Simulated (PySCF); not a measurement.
**Electron correlation in I⁺ (iodine, charge +1)**

[Kr] 4d10 5s1 5p5, high-spin 3P determinant (an excited configuration). Calculation: PySCF 2.14, in x2c-TZVPPall; the spin-free X2C one-electron Hamiltonian (Gaussian nucleus). Frozen: [Kr] 4d10; 6 electrons correlated.

MP2 pair energies summed by pair of shells (mhartree):

```
 pair   energy  share (%)
5p-5p  -100.96       88.8
5s-5p   -12.78       11.2
```

Total MP2 correlation energy: -113.74 mhartree.

Same-spin part -20.78 and opposite-spin part -92.96 mhartree; SCS-MP2 scales them by 1/3 and 6/5 to -118.48 mhartree.
